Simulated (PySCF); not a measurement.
FOS, SMILES O=[S]F, multiplicity 2.

The structure is a stationary point at B3LYP-D3(BJ)/def2-TZVP. The isomer is the one that the SMILES or the coordinates give; other isomers of the formula were not compared.

All values below come from TDA-B3LYP/def2-TZVPD in PySCF.

Vertical excitations. Isolated molecule, no solvent.

| state | energy (eV) | λ (nm) | f | main pairs |
|---|---|---|---|---|
| root 1 | 3.74 | 331 | 0.000 | α HOMO→LUMO 97 % |
| root 2 | 4.19 | 296 | 0.003 | β HOMO→LUMO 96 % |
| root 3 | 5.18 | 240 | 0.002 | α HOMO→LUMO+1 92 % |
| root 4 | 5.50 | 225 | 0.022 | α HOMO−1→LUMO 9 %, β HOMO−1→LUMO 84 % |
| root 5 | 5.74 | 216 | 0.004 | β HOMO−2→LUMO 94 % |
| root 6 | 6.38 | 194 | 0.021 | α HOMO→LUMO+2 98 % |
| root 7 | 6.50 | 191 | 0.000 | α HOMO−1→LUMO 41 %, β HOMO→LUMO+1 55 % |
| root 8 | 7.04 | 176 | 0.015 | α HOMO→LUMO+3 98 % |
| root 9 | 7.36 | 169 | 0.001 | α HOMO→LUMO+4 96 % |
| root 10 | 7.67 | 162 | 0.006 | α HOMO→LUMO+5 91 % |
Unrestricted roots are not spin-pure.
